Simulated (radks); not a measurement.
Q: The mean radii <r> (bohr) of the occupied orbitals of an atom or ion are listed with their occupations. All-electron calculation, scalar-relativistic Kohn-Sham, LDA (Slater exchange, VWN5 correlation), spin-polarised, spherical densities, finite nucleus; Fermi nuclear charge, rms radius of each element as measured or else 0.836 A^(1/3) + 0.57 fm. Program: a radial shooting solver on a logarithmic mesh with Libxc functionals.

| orbital | occ. | <r> |
|---|---|---|
| 1s up | 1 | 0.01934 |
| 1s down | 1 | 0.01934 |
| 2s up | 1 | 0.08191 |
| 2s down | 1 | 0.08191 |
| 2p up | 3 | 0.07296 |
| 2p down | 3 | 0.07295 |
| 3s up | 1 | 0.2119 |
| 3s down | 1 | 0.2119 |
| 3p up | 3 | 0.2113 |
| 3p down | 3 | 0.2112 |
| 3d up | 5 | 0.1912 |
| 3d down | 5 | 0.1912 |
| 4s up | 1 | 0.4459 |
| 4s down | 1 | 0.4461 |
| 4p up | 3 | 0.4621 |
| 4p down | 3 | 0.4624 |
| 4d up | 5 | 0.4687 |
| 4d down | 2 | 0.4691 |

Name the element and its charge. Open shells, if any, are filled with parallel spins first.

A: Z = 71, lutetium, charge +28: Lu28+ in [Kr] 4d7. The 1s radius gives Z: for a bare nucleus <r> = (2 gamma + 1)/(2Z) with gamma = sqrt(1 - (Z/c)^2), 0.01909 bohr for Z = 71, and screening makes it slightly larger (0.01934 here). The occupations add up to 43, and the charge is Z minus that.
